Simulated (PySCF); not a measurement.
Tellurium: a sound run and one with changed settings

Sound run: Te [Kr] 4d10 5s2 5p4, Te+ [Kr] 4d10 5s2 5p3. Computed with PySCF 2.14 in cc-pVDZ-PP with ECP28MDF, with scalar relativity through the core potential. The sound run starts from symmetry-adapted Hartree-Fock orbitals and uses a fine grid where one is needed.

Changed run: basis STO-3G, all-electron and non-relativistic. This setting is unsound on purpose.

| species | method | sound run (hartree) | changed run (hartree) | converged |
| --- | --- | --- | --- | --- |
| Te | UHF | -266.99733 | -6547.12236 | yes |
| Te | LDA | -267.57475 | -6543.17436 | yes |
| Te | PBE | -267.96400 | -6548.55506 | yes |
| Te+ | UHF | -266.71437 | -6546.92308 | yes |
| Te+ | LDA | -267.24597 | -6542.91596 | yes |
| Te+ | PBE | -267.64556 | -6548.30164 | yes |

Ionisation energy of Te:

```
method  sound run (eV)  changed run (eV)
   UHF           7.700             5.423
   LDA           8.946             7.031
   PBE           8.665             6.896
```

A minimal basis cannot let orbitals breathe on ionisation and holds almost no correlation. The Hamiltonian changed with the basis, so the totals do not compare.

For comparison, NIST gives 9.010 eV between the lowest levels.
